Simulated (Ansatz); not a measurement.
Reaction (formal exchange of groups at a B–In bond): `CB[BH][InH][NH2]` + `C#CF` → `CBBF` + `C#[C][InH][NH2]`

Calculated with Ansatz (gas phase, PBE0-D4/def2-TZVP geometries, no zero-point term in ΔE). CCSD(T)/CBS is the MP2 limit (def2-TZVPP, def2-QZVPP) plus CCSD(T) − MP2 in def2-TZVPP, frozen cores. This one scheme is used for every species. DFT in def2-TZVPP. B3LYP here is the variant with VWN-RPA as its local correlation; programs differ in this. HSE06 is defined as in plane-wave codes. def2 core potentials past Kr. For In outer-core shells are correlated without core-valence functions, which leaves a few kJ/mol of doubt a bond. Each species was taken in one conformer, which may not be the lowest.

```
             level  ΔE (eV)  difference from CCSD(T)/CBS
       LDA (SPW92)    -2.38                         0.57
            PBE-D4    -2.49                         0.46
         revPBE-D4    -2.51                         0.44
           BLYP-D4    -2.65                         0.30
         r2SCAN-D4    -2.70                         0.25
            B97M-V    -2.71                         0.24
           PBE0-D4    -2.65                         0.30
          B3LYP-D4    -2.76                         0.19
        r2SCANh-D4    -2.74                         0.21
        r2SCAN0-D4    -2.79                         0.16
          HSE06-D4    -2.64                         0.31
          BHLYP-D4    -2.94                         0.01
           ωB97X-V    -2.87                         0.08
           ωB97M-V    -2.87                         0.08
            B2PLYP    -2.93                         0.02
          PBE-QIDH    -2.89                         0.06
               PBE    -2.51                         0.44
            revPBE    -2.55                         0.40
            r2SCAN    -2.71                         0.24
              PBE0    -2.67                         0.28
             B3LYP    -2.80                         0.15
           r2SCANh    -2.75                         0.20
           r2SCAN0    -2.80                         0.15
             HSE06    -2.67                         0.28
         CAM-B3LYP    -2.90                         0.05
           LC-ωPBE    -2.84                         0.11
RPA@PBE/def2-TZVPP    -2.94                         0.01
     CCSD/def2-SVP    -2.96                        -0.01
  CCSD(T)/def2-SVP    -2.93                         0.02
     HF/def2-TZVPP    -3.25                        -0.30
    MP2/def2-TZVPP    -3.05                        -0.10
SCS-MP2/def2-TZVPP    -3.09                        -0.14
   CCSD/def2-TZVPP    -3.00                        -0.05
CCSD(T)/def2-TZVPP    -2.97                        -0.02
     HF/def2-QZVPP    -3.25                        -0.30
    MP2/def2-QZVPP    -3.04                        -0.09
SCS-MP2/def2-QZVPP    -3.08                        -0.13
      HF/CBS(def2)    -3.25                        -0.30
     MP2/CBS(def2)    -3.03                        -0.08
    CCSD/CBS(def2)    -2.98                        -0.03
       CCSD(T)/CBS    -2.95                            0
```

Problem. What do rigid-rotor, harmonic-oscillator terms from PBE0-D4/def2-TZVP frequencies (298.15 K, 1 bar) make of the CCSD(T)/CBS value? (Estimate.)

Solution. The calculation gave: ΔZPE = +0.01 eV, ΔH = -2.94 eV, ΔS = 15 J/(mol·K), ΔG = -2.99 eV. Modes under 50 cm⁻¹ make the entropy rough.

Largest T1 diagnostic among the species: 0.016.

In def2-TZVPP, CCSD(T) changes the Hartree–Fock value by +0.28 eV (the triples alone add +0.03 eV) and MP2 by +0.20 eV. From PBE to PBE0 (25 % exact exchange), in def2-TZVPP and without D4, ΔE moves by −0.16 eV.
